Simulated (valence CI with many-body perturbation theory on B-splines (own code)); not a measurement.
## Forbidden lines of Lu⁴⁸⁺

Computed by configuration interaction combined with many-body perturbation theory (CI+MBPT): five valence electrons over a frozen Dirac-Fock core [Ar], a basis of 7 s, 7 p, 8 d, 6 f, 4 g, 1 h functions for each j, with the one-electron correlation potential Σ1 (screened to all orders), the two-electron term Σ2, the three-electron term Σ3, Breit, model QED; selected single and double excitations, second order for the rest (own B-spline code, finite nucleus).

No measured spectrum was set against this ion. As an estimate, large intervals hold to a few tenths of a per cent, small ones and those within an open d or f shell to about a per cent. Among the levels kept, up to 250 cm⁻¹ of a level comes from second order outside the variational space, and about a tenth of that is noise between levels of different J, which matters for small intervals. The list stops below the first excitations out of the core. Only levels of the ground parity were solved; by the run's estimate the other parity begins above the list, which can be wrong where configurations are misplaced.

Lines 51 to 100 of 120 in falling wavelength, among levels below 234.70 eV, chosen from the decays that carry over 1 % of a level's rate. Wavelengths and rates use the calculated energies. Electric multipoles are in the length gauge, E1 and E2 with the static RPA response of the core. S is in atomic units (e²a₀⁴ for E2 and M2, e²a₀⁶ for E3), for M1 in squared Bohr magnetons. Weak lines are less certain than strong ones. Lines between different terms over intervals too small for the method are left out, as are lines whose strength nearly cancels. The highest levels of a list are the least certain.

Levels are named by their leading jj configuration (3d3/2^4 stands for four electrons in 3d with j = 3/2), which in mixed levels can hold well under half, so a name can repeat and another be missing. Letters in brackets count levels of one name in rising energy.

```csv
λ vac (Å),Upper,Lower,Type,A (s⁻¹),S (a.u.)
218.6,(3d3/2^2 3d5/2^3) J=5/2 [a],(3d3/2^3 3d5/2^2) J=5/2 [a],M1,3.60e+06,8.36e+00
215.5,(3d3/2^2 3d5/2^3) J=13/2,(3d3/2^3 3d5/2^2) J=11/2,M1,2.82e+05,1.47e+00
215.3,(3d3/2^3 3d5/2^2) J=7/2 [a],(3d3/2^4 3d5/2) J=5/2,M1,8.63e+05,2.55e+00
215.1,(3d3/2 3d5/2^4) J=5/2 [a],(3d3/2^2 3d5/2^3) J=7/2 [a],M1,8.60e+05,1.90e+00
214.8,(3d3/2^2 3d5/2^3) J=5/2 [c],(3d3/2^3 3d5/2^2) J=7/2 [b],M1,8.42e+05,1.86e+00
213.9,(3d3/2 3d5/2^4) J=9/2,(3d3/2^2 3d5/2^3) J=7/2 [b],M1,4.07e+05,1.48e+00
212.7,(3d3/2^2 3d5/2^3) J=5/2 [d],(3d3/2^2 3d5/2^3) J=5/2 [a],M1,1.33e+05,2.84e-01
211.8,(3d3/2^2 3d5/2^3) J=1/2 [a],(3d3/2^3 3d5/2^2) J=3/2 [a],M1,1.70e+06,1.20e+00
209.4,(3d3/2^3 3d5/2^2) J=3/2 [a],(3d3/2^4 3d5/2) J=5/2,M1,2.10e+06,2.86e+00
208.1,(3d3/2 3d5/2^4) J=5/2 [b],(3d3/2^2 3d5/2^3) J=3/2 [b],M1,7.55e+05,1.51e+00
207.5,(3d3/2^2 3d5/2^3) J=3/2 [a],(3d3/2^3 3d5/2^2) J=3/2 [a],M1,1.84e+06,2.43e+00
207.4,(3d3/2 3d5/2^4) J=3/2 [a],(3d3/2^2 3d5/2^3) J=5/2 [b],M1,6.58e+05,8.71e-01
206.7,(3d3/2^2 3d5/2^3) J=3/2 [b],(3d3/2^3 3d5/2^2) J=1/2,M1,1.66e+05,2.17e-01
205.9,(3d3/2^2 3d5/2^3) J=7/2 [b],(3d3/2^3 3d5/2^2) J=5/2 [b],M1,3.96e+04,1.02e-01
205.7,(3d3/2 3d5/2^4) J=9/2,(3d3/2^2 3d5/2^3) J=9/2 [b],M1,1.19e+06,3.84e+00
203.4,(3d3/2^2 3d5/2^3) J=5/2 [b],(3d3/2^3 3d5/2^2) J=3/2 [a],M1,2.97e+05,5.56e-01
203.3,(3d3/2 3d5/2^4) J=3/2 [a],(3d3/2^2 3d5/2^3) J=3/2 [a],M1,2.16e+06,2.69e+00
202.5,(3d3/2^2 3d5/2^3) J=9/2 [b],(3d3/2^3 3d5/2^2) J=9/2,M1,1.45e+06,4.48e+00
200.2,(3d3/2 3d5/2^4) J=11/2,(3d3/2^2 3d5/2^3) J=13/2,M1,4.90e+05,1.75e+00
199.5,(3d3/2^2 3d5/2^3) J=5/2 [c],(3d3/2^3 3d5/2^2) J=5/2 [b],M1,6.01e+04,1.06e-01
199.4,(3d3/2 3d5/2^4) J=3/2 [a],(3d3/2^2 3d5/2^3) J=1/2 [a],M1,1.58e+06,1.85e+00
198.1,(3d3/2^2 3d5/2^3) J=5/2 [b],(3d3/2^3 3d5/2^2) J=7/2 [a],M1,7.06e+05,1.22e+00
196.9,(3d3/2^2 3d5/2^3) J=3/2 [b],(3d3/2^3 3d5/2^2) J=5/2 [b],M1,4.81e+05,5.44e-01
195.8,(3d3/2 3d5/2^4) J=7/2 [a],(3d3/2^2 3d5/2^3) J=9/2 [a],M1,1.49e+06,3.32e+00
195.1,(3d3/2^2 3d5/2^3) J=7/2 [b],(3d3/2^3 3d5/2^2) J=9/2,M1,4.28e+05,9.44e-01
194.0,(3d3/2^2 3d5/2^3) J=7/2 [c],(3d3/2^3 3d5/2^2) J=7/2 [b],M1,5.65e+05,1.22e+00
193.8,(3d3/2^3 3d5/2^2) J=9/2,(3d3/2^4 3d5/2) J=5/2,E2,1.04e+02,2.53e-04
191.5,(3d3/2^2 3d5/2^3) J=7/2 [a],(3d3/2^3 3d5/2^2) J=5/2 [a],M1,5.24e+05,1.09e+00
191.1,(3d3/2 3d5/2^4) J=11/2,(3d3/2^2 3d5/2^3) J=9/2 [a],M1,5.88e+05,1.83e+00
189.4,(3d3/2^2 3d5/2^3) J=1/2 [b],(3d3/2^3 3d5/2^2) J=1/2,M1,8.35e+05,4.21e-01
188.8,(3d3/2 3d5/2^4) J=5/2 [a],(3d3/2^2 3d5/2^3) J=5/2 [a],M1,4.57e+06,6.84e+00
188.5,(3d3/2 3d5/2^4) J=7/2 [a],(3d3/2^2 3d5/2^3) J=7/2 [a],M1,1.22e+06,2.42e+00
187.0,(3d3/2^2 3d5/2^3) J=9/2 [b],(3d3/2^3 3d5/2^2) J=11/2,M1,5.11e+05,1.24e+00
185.6,(3d3/2 3d5/2^4) J=11/2,(3d3/2^2 3d5/2^3) J=11/2,M1,1.98e+06,5.63e+00
184.2,(3d3/2^3 3d5/2^2) J=5/2 [b],(3d3/2^4 3d5/2) J=5/2,M1,2.25e+04,3.13e-02
183.4,(3d3/2^2 3d5/2^3) J=9/2 [b],(3d3/2^3 3d5/2^2) J=7/2 [a],M1,3.77e+05,8.62e-01
181.4,(3d3/2^2 3d5/2^3) J=7/2 [c],(3d3/2^3 3d5/2^2) J=5/2 [b],M1,2.70e+05,4.77e-01
177.9,(3d3/2 3d5/2^4) J=5/2 [b],(3d3/2^2 3d5/2^3) J=5/2 [b],M1,9.52e+05,1.19e+00
177.3,(3d3/2^2 3d5/2^3) J=7/2 [b],(3d3/2^3 3d5/2^2) J=7/2 [a],M1,3.57e+04,5.90e-02
176.5,(3d3/2^2 3d5/2^3) J=5/2 [c],(3d3/2^3 3d5/2^2) J=3/2 [a],M1,4.43e+05,5.42e-01
176.4,(3d3/2^3 3d5/2^2) J=1/2,(3d3/2^4 3d5/2) J=5/2,E2,3.71e+02,1.13e-04
174.9,(3d3/2 3d5/2^4) J=5/2 [b],(3d3/2^2 3d5/2^3) J=3/2 [a],M1,2.71e+05,3.22e-01
174.5,(3d3/2^2 3d5/2^3) J=3/2 [b],(3d3/2^3 3d5/2^2) J=3/2 [a],M1,3.07e+05,2.42e-01
173.0,(3d3/2^2 3d5/2^3) J=3/2 [c],(3d3/2^3 3d5/2^2) J=3/2 [b],M1,3.66e+05,2.81e-01
173.0,(3d3/2^2 3d5/2^3) J=7/2 [c],(3d3/2^3 3d5/2^2) J=9/2,M1,5.63e+05,8.64e-01
172.8,(3d3/2^3 3d5/2^2) J=7/2 [b],(3d3/2^4 3d5/2) J=5/2,M1,6.82e+04,1.04e-01
172.5,(3d3/2^2 3d5/2^3) J=5/2 [c],(3d3/2^3 3d5/2^2) J=7/2 [a],M1,8.92e+05,1.02e+00
172.3,(3d3/2 3d5/2^4) J=9/2,(3d3/2^2 3d5/2^3) J=9/2 [a],M1,4.89e+04,9.26e-02
171.7,(3d3/2^2 3d5/2^3) J=9/2 [c],(3d3/2^3 3d5/2^2) J=7/2 [b],M1,6.21e+05,1.17e+00
170.7,(3d3/2^2 3d5/2^3) J=3/2 [a],(3d3/2^3 3d5/2^2) J=5/2 [a],M1,1.15e+06,8.45e-01
```
